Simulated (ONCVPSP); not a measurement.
**Al ONCV: all-electron and pseudo phase curves**

```json
{
 "Element": "Al",
 "Generator": "ONCVPSP 4.0.1",
 "Type": "optimised norm-conserving Vanderbilt (ONCV)",
 "Functional": "PBE",
 "Relativity": "scalar-relativistic",
 "Frozen core": "[Ne]",
 "Valence charge": "3",
 "Reference configuration": "3s2 3p0.5 (charge +0.5)",
 "Partial waves": "3s: rc 2.30 bohr, ncon 4, nbas 7, qcut 3.3 1/bohr, 2 projectors, debl 1.1 Ha; 3p: rc 2.15 bohr, ncon 3, nbas 6, qcut 4.1 1/bohr, 2 projectors, debl 3.1 Ha",
 "Local potential": "polynomial inside 1.45 bohr (lpopt 3, dvloc0 3 Ha)",
 "Core correction": "Teter function, fcfact 3, rcfact 1.75"
}
```

The phase is arctan(r·R′/R) of the radial function R(r), unwrapped; energies in Ha, scanned from -2 to 5 Ha. A pole is an energy at which the radial function vanishes at the test radius. The pseudo phase is shifted by a multiple of π to meet the all-electron one at the reference energy, and phase errors are pseudo minus all-electron; the curves can meet again beyond the range given. Levels narrower than the energy grid can be missing from the lists of poles.

```csv
channel,radius (bohr),reference energy (Ha),"poles, all-electron","poles, pseudo",unbroken range about the reference energy with phases within 0.05 rad,phase error 1 Ha above the reference energy (rad)
s,2.33,-0.41,0.58,"0.58, 4.22",below 2.1,-0.000
p,2.18,-0.21,1.29,1.28,the whole range,-0.002
```

Phases in the s channel:

| E (Ha) | all-electron | pseudo |
| --- | --- | --- |
| -1.98 | 1.205 | 1.205 |
| -1.80 | 1.165 | 1.165 |
| -1.62 | 1.112 | 1.111 |
| -1.44 | 1.036 | 1.036 |
| -1.26 | 0.922 | 0.922 |
| -1.08 | 0.735 | 0.734 |
| -0.90 | 0.404 | 0.403 |
| -0.72 | -0.134 | -0.134 |
| -0.54 | -0.686 | -0.686 |
| -0.36 | -1.038 | -1.038 |
| -0.18 | -1.238 | -1.238 |
| 0.00 | -1.362 | -1.362 |
| 0.18 | -1.446 | -1.446 |
| 0.36 | -1.509 | -1.510 |
| 0.54 | -1.561 | -1.561 |
| 0.72 | -1.606 | -1.606 |
| 0.90 | -1.649 | -1.649 |
| 1.08 | -1.693 | -1.693 |
| 1.26 | -1.742 | -1.742 |
| 1.44 | -1.801 | -1.802 |
| 1.62 | -1.879 | -1.882 |
| 1.80 | -1.994 | -2.003 |
| 1.98 | -2.187 | -2.214 |
| 2.16 | -2.557 | -2.636 |
| 2.34 | -3.204 | -3.356 |
| 2.52 | -3.808 | -3.932 |
| 2.70 | -4.134 | -4.218 |
| 2.88 | -4.305 | -4.369 |
| 3.06 | -4.407 | -4.460 |
| 3.24 | -4.474 | -4.523 |
| 3.42 | -4.522 | -4.570 |
| 3.60 | -4.559 | -4.607 |
| 3.78 | -4.587 | -4.640 |
| 3.96 | -4.611 | -4.669 |
| 4.14 | -4.631 | -4.699 |
| 4.32 | -4.649 | -4.731 |
| 4.50 | -4.665 | -4.769 |
| 4.68 | -4.679 | -4.824 |
| 4.86 | -4.693 | -4.922 |
